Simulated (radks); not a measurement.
Results of a calculation; reference values are marked as such.
Problem. These are the eigenvalues of the occupied orbitals of an atom or ion with whole-number occupations (hartree). Level of theory: Dirac Kohn-Sham, LDA (Slater exchange, VWN5 correlation), spin-unpolarised, spherical densities, point nucleus (a radial shooting solver on a logarithmic mesh with Libxc functionals).

orbital  eigenvalue
1s1/2     -1534.042
2s1/2     -246.9029
2p1/2     -233.4565
2p3/2     -215.7563
3s1/2     -53.41573
3p1/2     -47.68619
3p3/2     -44.18117
3d3/2     -34.14873
3d5/2     -33.39244
4s1/2     -10.77349
4p1/2      -8.63004
4p3/2      -7.87052
4d3/2      -4.34613
4d5/2      -4.21298
5s1/2      -1.65450
5p1/2      -1.08168
5p3/2      -0.97726
6s1/2      -0.30593
4f5/2      -0.27527
4f7/2      -0.26258

Which element is it, and in what charge state? The configuration may be excited. Open shells, if any, are shared by 2j + 1.

Solution. Z = 59, praseodymium, charge +1: Pr+ in [Xe] 4f3 6s1. The list shows which subshells hold electrons but not how many an open one holds; the 1s level, -1534 hartree, gives Z - s = 55.4 by -(Z - s)^2/2, which with screening and relativity narrows Z to a few neighbours, and the depths of the outer levels then fix element, charge and occupations together.
